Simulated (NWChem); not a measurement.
System: C2H6FNSi; SMILES FC/N=C\[SiH3]

NWChem input:

```
start job
memory heap 200 mb stack 900 mb global 1100 mb
geometry units angstroms noautosym nocenter noautoz
  F      1.187386     0.991705     0.000132
  C      0.010262     1.723194     0.001279
  N     -1.168194     0.958234     0.000513
  C     -1.165390    -0.312904    -0.000232
  Si     0.293115    -1.559182    -0.000924
  H      0.015328     2.367819    -0.894856
  H      0.015606     2.365482     0.899100
  H     -2.170515    -0.772289    -0.000707
  H      1.129269    -1.444724     1.227873
  H     -0.353558    -2.908920    -0.000992
  H      1.128264    -1.444151    -1.230361
end
basis spherical
  F library 6-31g*
  C library 6-31g*
  N library 6-31g*
  Si library 6-31g*
  H library 6-31g*
end
dft
  xc pbe0
  iterations 150
end
cosmo
  do_cosmo_smd true
  solvent dioxane
end
task dft energy
```

Coordinates come from a PBE0/def2-SVP optimisation. Solvent: 1,4-dioxane.

Level: PBE0/6-31G* with SMD (1 M gas to 1 M solution), gas-phase geometry. Reactions with the solvent are ignored.

**Question.** Give the results of this calculation. (PBE0/6-31G* (spherical d), SMD on the gas-phase geometry.) Quantities: solvation free energy (kcal/mol); cavity-dispersion-structure term (kcal/mol); dipole in solution (D).

**Answer.** The solvation free energy (kcal/mol) is -0.5 and the cavity-dispersion-structure term (kcal/mol) comes out as 1.6. The dipole in solution (D) is 0.70.
